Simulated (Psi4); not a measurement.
C4H5, charge -1, singlet, at a GFN2-xTB geometry (a gas-phase anion, which may not be bound at this level); Psi4 1.11 with BHHLYP/6-31G, TDDFT.

The Psi4 input:
```
memory 2 GB

molecule mol {
-1 1
  C    -0.004777   -0.008469    0.427331
  C    -0.001740   -0.769514   -0.833853
  C     0.020257    0.754235   -0.884483
  C    -0.020486   -0.113090    1.733287
  H    -0.907818   -1.268940   -1.192104
  H     0.897518   -1.294348   -1.172425
  H     0.936283    1.226025   -1.251408
  H    -0.873917    1.251501   -1.271141
  H    -0.011584    0.906790    2.233392
symmetry c1
}

set basis 6-31g
set reference rks
set puream true
set save_jk true
set tdscf_states [5]
set tdscf_tda false
set d_convergence 1e-8

energy('td-bhhlyp')
print_variables()
```

Q: What does Psi4 print? Leave out banner, timings and long lists.

A: 
```
   => Loading Basis Set <=

    Name: 6-31G
    Role: ORBITAL
    Keyword: BASIS

         ---------------------------------------------------------
                                   SCF
               by Justin Turney, Rob Parrish, Andy Simmonett
                          and Daniel G. A. Smith
                              RKS Reference
         ---------------------------------------------------------

  ==> Geometry <==

    Molecular point group: c1
    Full point group: C1

    Geometry (in Angstrom), charge = -1, multiplicity = 1:

       Center              X                  Y                   Z               Mass
    ------------   -----------------  -----------------  -----------------  -----------------
         C           -0.004019950804     0.006889538192     0.377689667992    12.000000000000
         C           -0.000982950804    -0.754155461808    -0.883494332008    12.000000000000
         C            0.021014049196     0.769593538192    -0.934124332008    12.000000000000
         C           -0.019728950804    -0.097731461808     1.683645667992    12.000000000000
         H           -0.907060950804    -1.253581461808    -1.241745332008     1.007825032230
         H            0.898275049196    -1.278989461808    -1.222066332008     1.007825032230
         H            0.937040049196     1.241383538192    -1.301049332008     1.007825032230
         H           -0.873159950804     1.266859538192    -1.320782332008     1.007825032230
         H           -0.010826950804     0.922148538192     2.183750667992     1.007825032230

  Running in c1 symmetry.

  Rotational constants: A =      0.68543  B =      0.24011  C =      0.19110 [cm^-1]
  Rotational constants: A =  20548.56740  B =   7198.25090  C =   5729.03362 [MHz]
  Nuclear repulsion =  101.474242596802611

  Charge       = -1
  Multiplicity = 1
  Electrons    = 30
  Nalpha       = 15
  Nbeta        = 15

  ==> Algorithm <==

  SCF Algorithm Type is DF.
  DIIS enabled.
  MOM disabled.
  Fractional occupation disabled.
  Guess Type is SAD.
  Energy threshold   = 1.00e-06
  Density threshold  = 1.00e-08
  Integral threshold = 1.00e-12

  ==> Primary Basis <==

  Basis Set: 6-31G
    Blend: 6-31G
    Number of shells: 30
    Number of basis functions: 46
    Number of Cartesian functions: 46
    Spherical Harmonics?: true
    Max angular momentum: 1

  ==> DFT Potential <==

   => LibXC <=

    Version 7.1.2
    S. Lehtola, C. Steigemann, M. J. T. Oliveira, and M. A. L. Marques,  SoftwareX 7, 1–5 (2018) (10.1016/j.softx.2017.11.002)

   => Composite Functional: BHANDHLYP <=

    BHandHLYP Hyb-GGA Exchange-Correlation Functional

    A. D. Becke,  J. Chem. Phys. 98, 1372 (1993) (10.1063/1.464304)
    Defined through Gaussian implementation.

    Deriv               =              1
    GGA                 =           TRUE
    Meta                =          FALSE

    Exchange Hybrid     =           TRUE
    MP2 Hybrid          =          FALSE

   => Exchange Functionals <=

    0.5000         Becke 88

   => Exact (HF) Exchange <=

    0.5000               HF

   => Correlation Functionals <=

    1.0000   Lee, Yang & Parr

   => LibXC Density Thresholds  <==

    XC_HYB_GGA_XC_BHANDHLYP:  1.00E-15

   => Molecular Quadrature <=

    Radial Scheme          =       TREUTLER
    Pruning Scheme         =           NONE
    Nuclear Scheme         =       TREUTLER

    Blocking Scheme        =         OCTREE
    BS radius alpha        =              1
    Pruning alpha          =              1
    Radial Points          =             75
    Spherical Points       =            302
    Total Points           =         192265
    Total Blocks           =           1509
    Max Points             =            256
    Max Functions          =             46
    Weights Tolerance      =       1.00E-15

   => Loading Basis Set <=

    Name: (6-31G AUX)
    Role: JKFIT
    Keyword: DF_BASIS_SCF

  ==> Integral Setup <==

[...]
  @DF-RKS Final Energy:  -155.11436542460009
    Total Energy =                       -155.1143654246000949
[...]
  HamiltonianSolver iter   9:   5.48278e-12  1.22069e-06     94
  HamiltonianSolver iter  10:   9.81437e-14  8.80673e-07     96      Converged

******************************************************************************************
**********                               WARNING                                **********
**********  Length-gauge rotatory strengths are **NOT** gauge-origin invariant  **********
******************************************************************************************

                                    Excitation Energy         Total Energy        Oscillator Strength             Rotatory Strength
     #   Sym: GS->ES (Trans)        au              eV              au          au (length)    au (velocity)    au (length)    au (velocity)
    ---- -------------------- --------------- --------------- --------------- --------------- --------------- --------------- ---------------
     1        A->A (1 A)       0.14572         3.96534        -154.96864       0.0115          0.0748          0.0000         -0.0000
     2        A->A (1 A)       0.21511         5.85349        -154.89925       0.0180          0.0236         -0.0000         -0.0000
     3        A->A (1 A)       0.24452         6.65380        -154.86984       0.0230          0.0477          0.0000          0.0000
     4        A->A (1 A)       0.25469         6.93040        -154.85968       0.0230          0.0143          0.0000          0.0000
     5        A->A (1 A)       0.26913         7.32336        -154.84524       0.3850          0.3614         -0.0000         -0.0000

Contributing excitations and de-excitations
Only contributions with abs(coeff) > 1.00e-01 will be printed:

Excited State    1 (1 A):   0.14572 au   312.67 nm f = 0.0115
  Sums of squares: Xssq =  1.008235e+00; Yssq =  8.234637e-03; Xssq - Yssq =  1.000000e+00
     15a  ->  16a     0.969503 (93.994%)
     15a  ->  20a     0.243846 ( 5.946%)

Excited State    2 (1 A):   0.21511 au   211.81 nm f = 0.0180
  Sums of squares: Xssq =  1.000380e+00; Yssq =  3.799256e-04; Xssq - Yssq =  1.000000e+00
     15a  ->  17a     0.993095 (98.624%)

Excited State    3 (1 A):   0.24452 au   186.34 nm f = 0.0230
  Sums of squares: Xssq =  1.002460e+00; Yssq =  2.459553e-03; Xssq - Yssq =  1.000000e+00
     14a  ->  16a     0.415602 (17.272%)
     15a  ->  18a    -0.246570 ( 6.080%)
     15a  ->  19a    -0.857419 (73.517%)
     15a  ->  22a     0.132491 ( 1.755%)

Excited State    4 (1 A):   0.25469 au   178.90 nm f = 0.0230
  Sums of squares: Xssq =  1.001397e+00; Yssq =  1.396815e-03; Xssq - Yssq =  1.000000e+00
     14a  ->  16a     0.389992 (15.209%)
     15a  ->  18a     0.908451 (82.528%)

Excited State    5 (1 A):   0.26913 au   169.30 nm f = 0.3850
  Sums of squares: Xssq =  1.008834e+00; Yssq =  8.834426e-03; Xssq - Yssq =  1.000000e+00
     14a  ->  16a     0.762810 (58.188%)
     15a  ->  18a    -0.304752 ( 9.287%)
     15a  ->  19a     0.399806 (15.984%)
     15a  ->  22a    -0.354000 (12.532%)
     15a  ->  23a    -0.110427 ( 1.219%)
     15a  ->  24a     0.133066 ( 1.771%)

******************************************************************************************
**********                               WARNING                                **********
**********       The names of excited state variables changed between 1.5       **********
**********     and 1.6. For a quick solution, remove the symmetry specifier     **********
**********   from the variable name. For full details, see 'Notes on Psivars'   **********
**********                        in the documentation.                         **********
******************************************************************************************

  Variable Map:
  ----------------------------------------------------------------------------
[...]
  Array Variable Map:
  ----------------------------------------------------------------------------
[...]
[...]
```
